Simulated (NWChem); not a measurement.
Species: PbH2O, singlet; SMILES [OH][PbH]

All runs: NWChem. Low-valent species are run as closed-shell singlets; no triplet was tried in these runs. The geometry was optimised at PBE-D3(BJ)/def2-SVP. def2 effective core potentials on Pb; no spin-orbit coupling. B3LYP is NWChem's, with the RPA form of VWN correlation. Ions are spin-unrestricted doublets at the neutral geometry; other ion states weren't tried.

| level | vertical ionisation energy, ΔSCF (eV) | −ε(HOMO) (eV) | ΔSCF minus −ε(HOMO) (eV) |
|---|---|---|---|
| B3LYP/def2-TZVP | 9.40 | 6.89 | 2.51 |
| LRC-wPBEh/def2-TZVP | ? | ? | ? |
| M06-2X/def2-TZVP | 9.25 | 8.07 | 1.18 |
| PBE0/def2-TZVP | 9.28 | 7.03 | 2.25 |

**Question.** Fill in the missing entries.

**Answer.** 
- LRC-wPBEh/def2-TZVP, vertical ionisation energy, ΔSCF (eV): 10.41
- LRC-wPBEh/def2-TZVP, −ε(HOMO) (eV): 8.80
- LRC-wPBEh/def2-TZVP, ΔSCF minus −ε(HOMO) (eV): 1.61
